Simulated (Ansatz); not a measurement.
`[AlH2][CH2][CH2][GeH3]` and `[AlH2][CH2]C[TeH]` differ in one atom or group.

Ansatz, PBE0-D4/def2-TZVP geometries, multiplicity 1. Each molecule was computed in one conformer, which needn't be the lowest.

Elements past krypton have def2 core potentials. Scalar relativity is left out up to krypton. Spin–orbit coupling is left out; it splits and shifts lone-pair levels of the heavy atoms by tenths of an eV.

| property | `[AlH2][CH2][CH2][GeH3]` |
| --- | --- |
| LUMO energy (PBE0/def2-TZVPP) / eV | -1.43 |
| size of the dipole moment (B3LYP/def2-TZVPP) / D | 0.27 |
| HOMO–LUMO gap (B3LYP/def2-TZVPP) / eV | 5.33 |
| HOMO energy (B3LYP/def2-TZVPP) / eV | -6.99 |
| HOMO energy (ωB97M-V/def2-TZVPP) / eV | -9.31 |
| size of the dipole moment (PBE/def2-TZVPP) / D | 0.23 |

(1) Give the same properties after the change, and the shifts. (Estimate.)

## Answers

(1) The calculation gave: 
```json
{"property": "LUMO energy (PBE0/def2-TZVPP) / eV", "`[AlH2][CH2]C[TeH]`": "-1.58", "shift": "-0.15"}
{"property": "size of the dipole moment (B3LYP/def2-TZVPP) / D", "`[AlH2][CH2]C[TeH]`": "1.10", "shift": "0.83"}
{"property": "HOMO–LUMO gap (B3LYP/def2-TZVPP) / eV", "`[AlH2][CH2]C[TeH]`": "3.98", "shift": "-1.35"}
{"property": "HOMO energy (B3LYP/def2-TZVPP) / eV", "`[AlH2][CH2]C[TeH]`": "-5.78", "shift": "1.21"}
{"property": "HOMO energy (ωB97M-V/def2-TZVPP) / eV", "`[AlH2][CH2]C[TeH]`": "-8.11", "shift": "1.20"}
{"property": "size of the dipole moment (PBE/def2-TZVPP) / D", "`[AlH2][CH2]C[TeH]`": "1.06", "shift": "0.83"}
```

With PBE0 the HOMO rises by 1.19 eV and the LUMO falls by 0.15 eV, so the gap narrows by about 1.34 eV. PBE moves the HOMO by 1.09 eV and ωB97M-V by 1.20 eV. Dipoles are sizes alone; their direction can turn.

B3LYP here is the variant with VWN-RPA as its local correlation; programs differ in this.
